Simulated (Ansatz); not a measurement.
```xyz
14

C    -1.4940   -0.4151   -1.9264
C    -0.1212   -0.0584   -1.3665
B    -0.0703    0.1933    0.1754
O     1.0891    0.0121    0.8560
Si    1.4895    0.2361    2.4434
H    -1.4838   -0.4910   -3.0162
H    -2.2397    0.3359   -1.6532
H    -1.8453   -1.3738   -1.5360
H     0.2235    0.8847   -1.8213
H     0.6337   -0.7984   -1.6539
H    -1.0393    0.5826    0.7856
H     0.3092    0.7035    3.2156
H     2.5746    1.2446    2.5120
H     1.9740   -1.0562    2.9858
```

The species carries charge 0 and has multiplicity 1.

List the CAM-B3LYP/def2-TZVPP orbital energies in eV (the Gaussian-basis code of Ansatz). (Best estimate.)

The calculation gave: Occupied: -1801.58, -522.82, -278.39, -278.04, -186.09, -146.08, -101.45, -101.39, -101.39, -29.89, -22.76, -19.14, -17.74, -15.35, -14.16, -13.76, -13.51, -12.97, -11.72, -11.65, -11.11, -10.89, -10.62, -9.52. Lowest empty: 0.89, 1.21, 2.09, 2.48, 2.61, 2.65, 2.95, 3.45.
